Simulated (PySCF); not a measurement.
# How methods differ on the ionisation energy of Pr⁵⁰⁺

Pr⁵⁰⁺ [He] 2s2 2p5 [2p1/2^2 2p3/2^3, M_J = 3/2] → Pr⁵¹⁺ [He] 2s2 2p4 [2p1/2^2 2p3/2^2, M_J = 2], as a difference of total energies. Computed with PySCF 2.14 in an uncontracted even-tempered set (17 s from 30 bohr⁻², ratio 2.4; 13 p from 38 bohr⁻², ratio 2.4; 5 d from 140 bohr⁻², ratio 2.6; 4 f from 210 bohr⁻², ratio 2.6), with the two-component X2C-1e Hamiltonian. Correlated levels: nothing frozen; the 32 highest virtual spinors dropped. "Screened" scales the spin-orbit matrix elements by Boettger's factors to mimic the two-electron term; Breit and QED terms are absent.

```csv
method,ionisation energy (eV)
GHF (spin-free),9788.2
GMP2 (spin-free),9789.8
GHF (screened spin-orbit),9640.7
GMP2 (screened spin-orbit),9642.3
```

For this ion Breit and QED terms and the two-electron picture change, all absent here, outweigh the correlation shift from GHF to GMP2.

The spin-free rows relax to the high-spin LS determinant and lack the spin-orbit shift.

The labels give the starting determinants; with spin-orbit coupling the two ends relaxed to ⟨J²⟩ = 3.75, ⟨L²⟩ = 2.01, ⟨S²⟩ = 0.76 and ⟨J²⟩ = 6.00, ⟨L²⟩ = 3.23, ⟨S²⟩ = 1.39.

For comparison: 9632 ± 4 eV (theoretical estimate listed by NIST; NIST Atomic Spectra Database, ionization energies).
